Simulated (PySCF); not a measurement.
The PySCF input:
```python
from pyscf import gto, scf, dft

mol = gto.Mole()
mol.atom = '''
    B     0.018083   -0.019782   -0.037610
    Br   -1.507311   -1.111182   -0.137553
    Br    0.019712    1.666704   -0.864490
    Br    1.485016   -0.552696    1.007416
'''
mol.basis = 'def2-svp'
mol.charge = 0
mol.spin = 0
mol.verbose = 4
mol.build()

mf = dft.RKS(mol)
mf.xc = 'pbe0'
mf = mf.density_fit(auxbasis='def2-universal-jkfit')
mf.kernel()
```

Problem. What total energy does DF-PBE0/def2-SVP (PySCF) give?

Solution. -7745.544835 Ha

Problem. What is the computed HOMO-LUMO gap (DF-PBE0/def2-SVP)?

Solution. 6.26 eV

Problem. What HOMO energy does DF-PBE0/def2-SVP give?

Solution. -8.16 eV

Problem. What Mulliken (on the basis functions themselves) charges in atom order does DF-PBE0/def2-SVP give?

Solution. B1 0.06, Br2 -0.02, Br3 -0.02, Br4 -0.02

Problem. What is the computed nuclear repulsion energy (DF-PBE0/def2-SVP)?

Solution. 745.8805 Eh

Problem. Estimate the dipole moment that DF-PBE0/def2-SVP returns for this input.

Solution. 0.02 D
